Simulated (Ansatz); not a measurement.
Computed with Ansatz on PBE0-D4/def2-TZVP structures; ΔE is electronic, products minus reactants. CCSD(T)/CBS adds triple-zeta CCSD(T) − MP2 to the extrapolated MP2 energy (def2 sets, frozen cores). This one scheme is used for every species. DFT in def2-TZVPP. Each species was taken in one conformer, which may not be the lowest.

Consider the hydrogenolysis of the Si–F bond: `O[SiH](F)N[Si](O)(F)F` + H₂ → `O[Si@@H](F)N[Si@@H](O)F` + H–F.

```tsv
level	ΔE (kJ/mol)
ωB97X-V	136.7
HF/def2-TZVPP	140.3
CCSD(T)/def2-TZVPP	135.8
HF/def2-QZVPP	142.3
```

Task: What does CCSD(T)/CBS give? (An estimate is asked.)

Result: The calculation gave: +135.8 kJ/mol. The listed levels differ from it by 0.9, 4.5, 0.0, 6.5 kJ/mol.

Largest T1 diagnostic among the species: 0.012.

The D4 term adds +3.9 kJ/mol with B3LYP and +2.1 kJ/mol with PBE0; it sums over pairs of atoms, weighted by their polarisabilities, and B3LYP, whose exchange is more repulsive, gets the larger term.

B3LYP here is the variant with VWN-RPA as its local correlation; programs differ in this.
